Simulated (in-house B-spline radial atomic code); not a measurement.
## The magnesium ion Mg⁷⁺: [He] 2s1 2p1 5f1 (an excited or competing configuration)

Level of theory: Dirac-Hartree-Fock, average of configuration, Fermi nucleus of rms radius 3.057 fm; calculated with an all-electron radial atomic-structure program (B-spline basis).

Screening seen three ways: the hydrogenic charge with the same mean radius, Z_r = [3n² - l(l+1)]/(2<r>), the one with the same energy, Z_e = n√(-2ε), and Slater's rules. Values are occupation-weighted means over j.

| shell | electrons | ε (eV) | <r> (bohr) | Z_r | Z_e | Slater |
| --- | --- | --- | --- | --- | --- | --- |
| 1s | 2 | -1632.5 | 0.1293 | 11.60 | 10.95 | 11.70 |
| 2s | 1 | -317.5 | 0.5739 | 10.45 | 9.66 | 9.95 |
| 2p | 1 | -297.21 | 0.5036 | 9.93 | 9.35 | 9.95 |
| 5f | 1 | -34.895 | 3.926 | 8.02 | 8.01 | 8.00 |

The least bound orbital is 5f7/2 at -34.89 eV, and it is also the most diffuse (<r> = 3.926 bohr).

Spin-orbit splittings of the orbital energies (j = l + 1/2 above j = l - 1/2 when positive): 2p 0.4927 eV, 5f 0.002022 eV.

For the 1s electron the small component carries 0.181 % of the norm, the zero-frequency Breit interaction raises the level by 0.6207 eV, self-energy by 0.2797 eV, and vacuum polarisation lowers it by 0.0162 eV.
